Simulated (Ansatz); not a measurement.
`P[SiH2][SeH]` + H₂ → PH₃ + `[SiH3][SeH]` at 500 K and 1 bar (hydrogenolysis of a P–Si bond).

Gas-phase electronic energies from Ansatz, PBE0-D4/def2-TZVP geometries. CCSD(T)/CBS adds triple-zeta CCSD(T) − MP2 to the extrapolated MP2 energy (def2 sets, frozen cores). This one scheme is used for every species. For Se outer-core shells are correlated without core-valence functions, which leaves a few kJ/mol of doubt a bond. Scalar relativity is left out up to krypton. Each species was taken in one conformer, which may not be the lowest.

| species | CCSD(T)/CBS energy (Eh) | H − E (kJ/mol) | S (J/(mol·K)) |
| --- | --- | --- | --- |
| `P[SiH2][SeH]` | -3033.74999 | 154.4 | 396.1 |
| H₂ | -1.17544 | 41.0 | 145.5 |
| PH₃ | -342.72256 | 81.5 | 231.4 |
| `[SiH3][SeH]` | -2692.20088 | 115.2 | 325.5 |

H − E and S are ideal-gas, rigid-rotor, harmonic terms from PBE0-D4/def2-TZVP, for one conformer and one mirror image of each species. The MP2-based limit puts H₂ 0.8 mEh under its directly extrapolated value; such offsets cancel only in part. 1 Eh = 2625.50 kJ/mol, R = 8.31446 J/(mol·K).

**Question.** By hand: ΔE, ΔH, ΔS and ΔG.

**Answer.** ΔE = (-342.72256) + (-2692.20088) − (-3033.74999) − (-1.17544) = 0.00199 Eh = 5.2 kJ/mol. Δ(H − E) = 81.5 + 115.2 − 154.4 − 41.0 = 1.3, so ΔH = 6.5 kJ/mol. ΔS = 231.4 + 325.5 − 396.1 − 145.5 = 15.3 J/(mol·K). ΔG = 6.5 − 500 × (15.3)/1000 = -1.2 kJ/mol.

**Question.** By hand: the equilibrium constant, and the temperature at which ΔG would vanish if ΔH and ΔS stayed fixed.

**Answer.** log₁₀ K = −ΔG/(RT ln 10) = 0.1. ΔG = 0 at ΔH/ΔS = 425 K, though so small a ΔH makes that figure unsure.

TΔS isn't small against ΔH here. The sign of ΔG lies within the doubt. A doubt of 5 kJ/mol in ΔE shifts log₁₀ K by 0.5 here. Other conformers and mirror images would add mixing entropy, several J/(mol·K) or more a flexible species. These are equilibria of isolated gas molecules and say nothing of rates. Largest T1 diagnostic: 0.013 (customary marks: 0.02 for closed shells, 0.045 for open ones).
